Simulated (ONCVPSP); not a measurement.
**Plane-wave convergence, ONCV potential for titanium (Ti)**

ONCVPSP 4.0.1 input, shortened (lines: element, Z, core and valence counts, functional; n l f; lmax; l rc ep ncon nbas qcut; lloc lpopt rc5 dvloc0; l nproj debl; icmod fcfact rcfact), PBEsol, scalar-relativistic:

```
  Ti 22.00    3    4  -116133      upf
    1    0    2.00
    2    0    2.00
    2    1    6.00
    3    0    2.00
    3    1    6.00
    3    2    2.00
    4    0    2.00
    2
    0    1.40    0.00    3    7    9.00
    1    1.30    0.00    4    7   10.20
    2    1.60    0.00    4    9    9.10
    4    5    1.15    0.00
    0    3    2.20
    1    3    2.70
    2    2    1.50
    3    4.25    1.55
```

Problem. For each optimised wave give the share of its norm inside rc, the residual kinetic energy above qcut (Ha) and the cutoffs (Ha) for errors of 10, 1, 0.1 and 0.01 mHa per electron.

Solution.

```tsv
wave	norm inside rc	residual KE	10 mHa	1 mHa	0.1 mHa	0.01 mHa
3s	0.857	7.9e-07	20.1	26.7	32.1	36.0
4s	0.034	1.9e-07	12.1	21.9	28.7	33.8
s projector 3	0.074	1.9e-06	19.3	27.3	33.2	37.7
3p	0.732	3.9e-07	14.7	19.2	35.1	43.3
p projector 2	0.054	6.5e-07	13.0	17.5	32.1	43.2
p projector 3	0.056	3.2e-06	15.1	20.3	39.0	48.3
3d	0.601	8.7e-06	26.6	32.5	37.0	42.2
d projector 2	0.089	2.5e-05	26.6	33.4	38.5	51.9
```

The occupied waves need 33 Ha and 37 Ha for 1 and 0.1 mHa. 1 of 4 tests not solved or not reliable.
